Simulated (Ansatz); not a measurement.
`C[SiH](F)S` + H–F → `C[SiH](F)F` + H₂S at 400 K and 1 bar (ligand exchange at the Si–S bond).

Gas-phase electronic energies from Ansatz, PBE0-D4/def2-TZVP geometries. CCSD(T)/CBS is the MP2 limit (def2-TZVPP, def2-QZVPP) plus CCSD(T) − MP2 in def2-TZVPP, frozen cores. This one scheme is used for every species. One conformer a species, not always the lowest.

```tsv
species	CCSD(T)/CBS energy (Eh)	H − E (kJ/mol)	S (J/(mol·K))
`C[SiH](F)S`	-827.81979	183.2	360.7
H–F	-100.39570	36.5	182.2
`C[SiH](F)F`	-529.27654	160.8	332.8
H₂S	-398.97279	53.4	215.9
```

H − E and S are ideal-gas, rigid-rotor, harmonic terms from PBE0-D4/def2-TZVP, for one conformer and one mirror image of each species. 1 Eh = 2625.50 kJ/mol, R = 8.31446 J/(mol·K).

By hand: ΔE, ΔH, ΔS and ΔG.

ΔE = (-529.27654) + (-398.97279) − (-827.81979) − (-100.39570) = -0.03384 Eh = -88.8 kJ/mol. Δ(H − E) = 160.8 + 53.4 − 183.2 − 36.5 = -5.5, so ΔH = -94.3 kJ/mol. ΔS = 332.8 + 215.9 − 360.7 − 182.2 = 5.8 J/(mol·K). ΔG = -94.3 − 400 × (5.8)/1000 = -96.6 kJ/mol.

By hand: the equilibrium constant, and the temperature at which ΔG would vanish if ΔH and ΔS stayed fixed.

log₁₀ K = −ΔG/(RT ln 10) = 12.6. ΔH and −TΔS have one sign here, so there is no such temperature.

The number of gas molecules stays the same, so ΔS is small and ΔH decides. A doubt of 5 kJ/mol in ΔE shifts log₁₀ K by 0.7 here. Other conformers and mirror images would add mixing entropy, several J/(mol·K) or more a flexible species. These are equilibria of isolated gas molecules and say nothing of rates. Largest T1 diagnostic: 0.011 (customary marks: 0.02 for closed shells, 0.045 for open ones).

ΔS is within the doubt of such terms, so its sign, and with it that verdict, could turn.
